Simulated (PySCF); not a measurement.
Species: sum formula CuN$_{2}$H$_{6}$ (charge +1, singlet). SMILES: [NH3]->[Cu+]<-[NH3]
Geometry: optimised at B3LYP-D3(BJ)/def2-TZVP (Ansatz).

Dispersion corrections to the total energy (kcal/mol) from the dftd3 and dftd4 libraries through PySCF: D3(BJ) without and D4 with the three-body term, each with the damping fitted for the functional named.

```
functional      D3(BJ)          D4
----------  ----------  ----------
r2SCAN      (withheld)       -0.54
BP86             -4.74  (withheld)
HSE06            -1.92  (withheld)
BHLYP            -4.21       -2.79
B3LYP            -5.28       -3.64
PW6B95           -1.51       -2.08
TPSS             -3.72       -3.02
```

Q: What belongs in the gaps?

A: 
- r2SCAN, D3(BJ): -0.80
- BP86, D4: -2.98
- HSE06, D4: -1.75
